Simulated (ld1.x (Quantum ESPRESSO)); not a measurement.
phosphorus: excitation energies, all-electron against PAW

| Property | Result |
| --- | --- |
| Element | P |
| Generator | ld1.x (Quantum ESPRESSO) 7.5 |
| Type | PAW |
| Functional | LDA (PZ) |
| Relativity | scalar-relativistic |
| Frozen core | [He] |
| Valence charge | 13 |
| Reference configuration | 2s2 2p6 3s2 3p2.75 (charge +0.25) |
| Partial waves | 2s (bound): rcut 0.70, rcutus 0.75 bohr; 3s (bound): rcut 0.70, rcutus 0.75 bohr; 2p (bound): rcut 0.70, rcutus 0.80 bohr; 3p (bound): rcut 0.70, rcutus 0.80 bohr |
| Local potential | all-electron potential smoothed inside 0.70 bohr (lloc = -1) |
| Core correction | a·sin(br)/r model core inside 0.35 bohr |
| Augmentation charge | PSQ, inside the norm-conserving radii |

Energies are relative to the spin-unpolarised reference configuration 2s2 2p6 3s2 3p2.75; without spin polarisation the order of configurations can differ from experiment. Spin-polarised rows fill each open shell by Hund’s rule, majority spin first.

Task: Give the all-electron excitation energy and the error of the potential for: 2s2 2p6 3s2 3p3; 2s2 2p6 3s2 3p2; 2s2 2p6 3s2 3p1; 2s2 2p6 3s0 3p5; 2s2 2p6 3s1 3p0; 2s2 2p6 3s1 3p3; 2s2 2p6 3s1 3p4; 2s2 2p6 3s2 3p2.75 (spin-polarised); 2s2 2p6 3s2 3p3 (spin-polarised).

Result:

| valence configuration | charge | ΔE all-electron (eV) | error AE − PS (meV) |
| --- | --- | --- | --- |
| 2s2 2p6 3s2 3p3 | 0 | -1.651 | 0.0 |
| 2s2 2p6 3s2 3p2 | +1 | 8.170 | 0.0 |
| 2s2 2p6 3s2 3p1 | +2 | 27.419 | -0.1 |
| 2s2 2p6 3s0 3p5 | 0 | 15.485 | +0.1 |
| 2s2 2p6 3s1 3p0 | +4 | 109.503 | -1.9 |
| 2s2 2p6 3s1 3p3 | +1 | 17.242 | 0.0 |
| 2s2 2p6 3s1 3p4 | 0 | 6.845 | 0.0 |
| 2s2 2p6 3s2 3p2.75 (spin-polarised) | +0.25 | -1.345 | 0.0 |
| 2s2 2p6 3s2 3p3 (spin-polarised) | 0 | -3.161 | 0.0 |
